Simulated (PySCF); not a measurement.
# Unknowns

PySCF 2.14 calculation with shielding tensors at PBE0/pcSseg-1 (GIAO), B3LYP/pcJ-1 coupling constants (spin–dipole term left out of most H,H and C,H couplings) and geometry from PBE0-D3(BJ)/def2-SVP; no solvent model, non-relativistic, one averaged value for each set of equivalent atoms, one conformer.

References, each an isolated molecule treated in the same way: 1H (σref 31.27), 13C (σref 184.41) against TMS. Multiplet labels drop J under 1 Hz and among equivalent protons, and merge close values. Unscaled 3J(H,H) run several per cent high. Splittings of carbon signals by F and P are missing where no couplings were computed. Where no couplings were computed, multiplicities follow the n + 1 count of equivalent neighbours, and m marks all less simple cases (inequivalent or close neighbours, rings, F or P nearby). Couplings to H on boron are left out. Carbons bonded to boron are broad in practice. Shifts are as computed. Against solution values, carbons near 30 ppm lie about +2 ppm off and those near 130 ppm about +5 ppm. Of 1313 compounds with measured shifts, 239 miss one by over three times the rms of a fit or turn the order of signals round; such compounds aren't used in these exercises.

Problem. C₅H₇F₃N₂. 1H NMR (400 MHz, computed): δ 6.69 (m, 1H), 2.08 (s, 3H), 1.75 (s, 3H). 13C{1H} NMR (computed): δ 158.0 (C), 138.3 (CH), 125.0 (C), 27.3 (CH3), 19.7 (CH3). What is it?

Solution. SMILES CC(C)=N/N=C/C(F)(F)F. Rings plus π bonds: 2 (no ring in the answer). 5 carbon signals for 5 carbons: no two carbons are equivalent. Carbon types of the structure: 2 × C, 1 × CH, 2 × CH3, which accounts for all hydrogens. δC 158.0, 138.3: C=N carbon. δC 125.0: CF3 carbon; 3 electronegative neighbours deshield it. δC 27.3, 19.7: methyl carbon; aliphatic region, no heteroatom directly attached. δH 6.69: hydrogen on a C=N carbon.

The shifts were computed for this structure.

Problem. C₄H₅BO. 1H NMR (400 MHz, computed): δ 7.96 (d, J = 1.2 Hz, 1H), 7.49 (dd, J = 2.2, 1.2 Hz, 1H), 7.05 (br, 2H), 7.00 (d, J = 2.2 Hz, 1H). 13C{1H} NMR (computed): δ 165.0 (CH), 147.8 (CH), 134.3 (C), 123.7 (CH). Give a structure.

Solution. `InChI=1S/C4H5BO/c5-4-1-2-6-3-4/h1-3H,5H2`. 4 carbon signals for 4 carbons: no two carbons are equivalent. Carbon types of the structure: 1 × C, 3 × CH, leaving 2 H on heteroatoms. δC 165.0, 147.8: aromatic CH next to the ring oxygen. δC 134.3: substituted aromatic carbon. δC 123.7: aromatic CH. δH 7.96, 7.49: hydrogen on an aromatic CH next to the ring oxygen; it sits in the deshielding region of the aromatic ring current.

The shifts were computed for this structure.
